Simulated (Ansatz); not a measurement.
BH6NOSi2 (`[SiH3]OB1N[SiH2]1`), relaxed with RKS PBE-D4/def2-SVP in Ansatz from a rough embedded geometry. The force threshold is 0.03 eV/Å; the program also tests the step.

Charge 0, multiplicity 1.

Start:

```xyz
11

Si    0.974   -0.440   -1.646
O    -0.055    0.872   -1.352
B    -0.601    0.560   -0.054
N    -1.747   -0.067    0.871
Si   -0.604    0.647    1.969
H     1.670   -0.177   -2.989
H     2.054   -0.463   -0.634
H     0.279   -1.663   -1.703
H    -1.510   -1.115    0.780
H    -0.963    2.023    2.345
H     0.502   -0.177    2.412
```

```tsv
step	energy (eV)	largest force (eV/Å)	largest move (Å)
1	-20044.1950	4.136	0.000
2	-20045.5935	2.885	0.196
3	-20046.2594	1.146	0.195
4	-20046.4958	0.833	0.195
5	-20046.6634	0.373	0.200
6	-20046.7413	0.225	0.200
7	-20046.7738	0.482	0.197
8 (rejected)	-20046.6556	1.939	0.199
9	-20046.7961	0.234	0.097
10	-20046.8194	0.155	0.100
11	-20046.8456	0.145	0.146
12	-20046.8562	0.652	0.195
13	-20046.9039	0.429	0.200
14	-20046.9297	0.248	0.195
15	-20046.9354	0.137	0.077
16	-20046.9361	0.101	0.060
17	-20046.9371	0.042	0.021
18	-20046.9374	0.012	0.008
```

End:

```xyz
11

Si    1.233   -0.522   -1.905
O    -0.263   -0.449   -1.115
B    -0.576   -0.032    0.139
N    -1.717    0.078    0.933
Si   -0.361    0.679    1.954
H     1.119    0.261   -3.180
H     2.315    0.051   -1.033
H     1.526   -1.959   -2.222
H    -2.723   -0.104    0.886
H    -0.460    2.131    2.350
H    -0.092   -0.135    3.195
```

Hardware: 4 threads of an AMD EPYC 9R45 on a shared host. Wall time 9 s, peak host memory 0.17 GiB.
